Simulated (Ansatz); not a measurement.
Abstraction of Br: CH2BrI + GeH2(CH3) → CH2I + GeH2(CH3)Br

Species: CH2BrI (bromoiodomethane) `BrCI`, singlet; GeH2(CH3), doublet; CH2I `[CH2]I`, doublet; GeH2(CH3)Br, singlet. A radical takes Br: the energy is the difference in strength between the C–Br bond broken and the Ge–Br bond made.

Shapes, held fixed at every level: PBE0-D4/def2-TZVP. Programs: Ansatz 0.2.0. The zero-point and thermal change to 298 K, harmonic and unscaled (PBE0-D4/def2-TZVP), is -5.0 kJ/mol.

Problem. Estimate ΔH(298 K) of this reaction.

Solution. The highest level, CCSD(T)/def2-TZVPP, gives ΔH(298 K) = -92.5 kJ/mol; the levels span -125.9 to -81.5. The column of differences is taken from that level and isn't an error. No measured value is set beside it here. Open shells run unrestricted unless RO is named. For atoms past krypton def2 sets carry core potentials with scalar relativity. Relativity is left out for Br, Ge unless named. Correlated rows may include outer-core shells of Br, Ge, I, which these sets cover unevenly. Times are processor times on shared x86 and Arm servers, and rough.

```tsv
level	kind	ΔH(298 K) (kJ/mol)	less CCSD(T)/def2-TZVPP	CPU time (sum over the molecules)
HF/def2-SVP	Hartree–Fock	-125.9	-33.4	–
PBE-D4/def2-TZVPP	GGA	-81.5	+11.0	16 s
BHLYP-D4/def2-TZVPP	global hybrid	-104.3	-11.8	22 s
PBE0-D4/def2-TZVPP	global hybrid	-91.2	+1.3	21 s
r2SCAN0-D4/def2-TZVPP	global hybrid	-104.9	-12.4	37 s
wB97M-V/def2-TZVPP	range-separated hybrid	-88.3	+4.2	76 s
B2PLYP/def2-TZVPP	double hybrid	-92.3	+0.2	33 s
CCSD(T)/def2-TZVPP	coupled cluster or CI	-92.5	0.0	8.8 min
```
